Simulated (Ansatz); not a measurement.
`F[CH2][InH][I]` + `[SiH3][In]([Cl])[Cl]` → `F[CH2][InH][SiH3]` + `[Cl][In]([Cl])[I]`  (redistribution)

Gas-phase electronic energies from Ansatz, PBE0-D4/def2-TZVP geometries. CCSD(T)/CBS is the MP2 limit (def2-TZVPP, def2-QZVPP) plus CCSD(T) − MP2 in def2-TZVPP, frozen cores. Functionals use def2-TZVPP. B3LYP here is the variant with VWN-RPA as its local correlation; programs differ in this. def2 core potentials past Kr. For I, In outer-core shells are correlated without core-valence functions, which leaves a few kJ/mol of doubt a bond. Each species was taken in one conformer, which may not be the lowest.

`F[CH2][InH][I]`:

```xyz
7

F    -0.706   -0.432   -1.964
C     0.251   -0.074   -1.030
In   -0.557   -0.007    0.981
I     1.381    0.694    2.699
H     0.651    0.909   -1.294
H     1.070   -0.799   -1.068
H    -2.091   -0.290    1.675
```

`[SiH3][In]([Cl])[Cl]`:

Cartesian coordinates in Å:
```
Si -0.919 -0.852 0.212
In 0.925 0.857 -0.231
Cl 1.425 2.640 1.179
Cl 2.346 0.854 -2.073
H -0.491 -1.701 1.352
H -1.123 -1.678 -1.001
H -2.162 -0.121 0.561
```

`F[CH2][InH][SiH3]`:

```xyz
10

F    -0.637   -2.771    1.487
C    -0.873   -1.438    1.170
In    0.626   -0.639   -0.205
Si    0.457    1.809   -1.003
H    -1.874   -1.366    0.731
H    -0.884   -0.864    2.102
H     1.894   -1.687   -0.729
H     0.195    1.853   -2.470
H     1.731    2.540   -0.755
H    -0.636    2.563   -0.329
```

`[Cl][In]([Cl])[I]`:

Cartesian coordinates in Å:
```
Cl 0.702 -2.187 -0.390
In -0.020 -0.041 0.026
Cl -1.632 0.223 1.648
I 0.950 2.006 -1.284
```

```json
{"level": "PBE-D4", "ΔE (kJ/mol)": "46.6", "difference from CCSD(T)/CBS": "1.7"}
{"level": "r2SCAN-D4", "ΔE (kJ/mol)": "48.3", "difference from CCSD(T)/CBS": "3.4"}
{"level": "PBE0-D4", "ΔE (kJ/mol)": "45.6", "difference from CCSD(T)/CBS": "0.7"}
{"level": "B3LYP-D4", "ΔE (kJ/mol)": "47.8", "difference from CCSD(T)/CBS": "2.9"}
{"level": "ωB97X-V", "ΔE (kJ/mol)": "44.8", "difference from CCSD(T)/CBS": "-0.1"}
{"level": "ωB97M-V", "ΔE (kJ/mol)": "45.4", "difference from CCSD(T)/CBS": "0.5"}
{"level": "B2PLYP", "ΔE (kJ/mol)": "47.3", "difference from CCSD(T)/CBS": "2.4"}
{"level": "PBE", "ΔE (kJ/mol)": "47.1", "difference from CCSD(T)/CBS": "2.2"}
{"level": "r2SCAN", "ΔE (kJ/mol)": "48.4", "difference from CCSD(T)/CBS": "3.5"}
{"level": "PBE0", "ΔE (kJ/mol)": "46.1", "difference from CCSD(T)/CBS": "1.2"}
{"level": "B3LYP", "ΔE (kJ/mol)": "48.7", "difference from CCSD(T)/CBS": "3.8"}
{"level": "HF/def2-TZVPP", "ΔE (kJ/mol)": "46.7", "difference from CCSD(T)/CBS": "1.8"}
{"level": "MP2/def2-TZVPP", "ΔE (kJ/mol)": "46.0", "difference from CCSD(T)/CBS": "1.1"}
{"level": "SCS-MP2/def2-TZVPP", "ΔE (kJ/mol)": "45.3", "difference from CCSD(T)/CBS": "0.4"}
{"level": "CCSD/def2-TZVPP", "ΔE (kJ/mol)": "43.6", "difference from CCSD(T)/CBS": "-1.3"}
{"level": "CCSD(T)/def2-TZVPP", "ΔE (kJ/mol)": "43.0", "difference from CCSD(T)/CBS": "-1.9"}
{"level": "HF/def2-QZVPP", "ΔE (kJ/mol)": "46.2", "difference from CCSD(T)/CBS": "1.3"}
{"level": "MP2/def2-QZVPP", "ΔE (kJ/mol)": "46.9", "difference from CCSD(T)/CBS": "2.0"}
{"level": "SCS-MP2/def2-QZVPP", "ΔE (kJ/mol)": "46.2", "difference from CCSD(T)/CBS": "1.3"}
{"level": "HF/CBS(def2)", "ΔE (kJ/mol)": "46.2", "difference from CCSD(T)/CBS": "1.3"}
{"level": "MP2/CBS(def2)", "ΔE (kJ/mol)": "47.9", "difference from CCSD(T)/CBS": "3.0"}
{"level": "CCSD/CBS(def2)", "ΔE (kJ/mol)": "45.5", "difference from CCSD(T)/CBS": "0.6"}
{"level": "CCSD(T)/CBS", "ΔE (kJ/mol)": "44.9", "difference from CCSD(T)/CBS": "0"}
```

Largest T1 diagnostic among the species: 0.013.
